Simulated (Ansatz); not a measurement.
C6H20O4Te3, SMILES O[Te](O[Te](C)(C)O[Te](O)(C)C)(C)C. Heavy atoms are numbered as in [OH:1][Te:2]([CH3:3])([CH3:4])[O:5][Te:6]([CH3:7])([CH3:8])[O:9][Te:10]([CH3:11])([CH3:12])[OH:13].

The numbers are results of PBE-D3(BJ)/def2-SVP (Ansatz, an electronic-structure program), not measurements.

Bond lengths of the relaxed neutral molecule (Å): O1–Te2 2.115, Te2–C3 2.175, Te2–C4 2.176, Te2–O5 2.062, O5–Te6 2.122, Te6–C7 2.167, Te6–C8 2.165, Te6–O9 2.070, O9–Te10 2.102, Te10–C11 2.151, Te10–C12 2.147, Te10–O13 2.123.

Problem. How do the bond lengths change in the relaxed cation? (Estimate from the structure and the level; the computed values follow.)

Solution. 
```csv
bond,neutral (Å),cation (Å)
O1–Te2,2.115,2.044
Te2–C3,2.175,2.155
Te2–C4,2.176,2.163
Te2–O5,2.062,2.181
O5–Te6,2.122,2.022
Te6–C7,2.167,2.152
Te6–C8,2.165,2.151
Te6–O9,2.070,2.046
O9–Te10,2.102,2.136
Te10–C11,2.151,2.151
Te10–C12,2.147,2.145
Te10–O13,2.123,2.065
```
